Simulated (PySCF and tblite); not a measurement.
Values are calculated unless marked as measured or tabulated.
2 E/Z isomers of C₄H₃F₅, numbered alike:

```
isomer                                                     SMILES  descriptors
     A  [F:1][CH2:2]/[C:3]([F:4])=[CH:5]/[C:6]([F:7])([F:8])[F:9]        3=5 Z
     B  [F:1][CH2:2]/[C:3]([F:4])=[CH:5]\[C:6]([F:7])([F:8])[F:9]        3=5 E
```

Each isomer is a Boltzmann average at 298.15 K over at most 6 conformers: GFN2-xTB geometries, energies PBE0/pcSseg-1 (D3(BJ) added where defined), GFN2-xTB thermal terms. Programs: PySCF with density fitting and tblite.

Equilibrium rotational constants and dipole components of each isomer's leading conformer, in random order:

| set | A (MHz) | B (MHz) | C (MHz) | abs μa | abs μb | abs μc (D) |
| --- | --- | --- | --- | --- | --- | --- |
| P | 2823 | 968 | 843 | 0.05 | 0.55 | 1.08 |
| Q | 2752 | 941 | 803 | 2.92 | 0.42 | 0.01 |

(1) Match sets and isomers.

The whole study took 3.7 min on 1 thread of Arm Neoverse N1, on a host shared with other jobs (rough), peak memory 0.85 GiB, launched as `OMP_NUM_THREADS=1 python ens_run.py task.json out`.

Results:

(1) P is B (C1), Q is A (Cs).
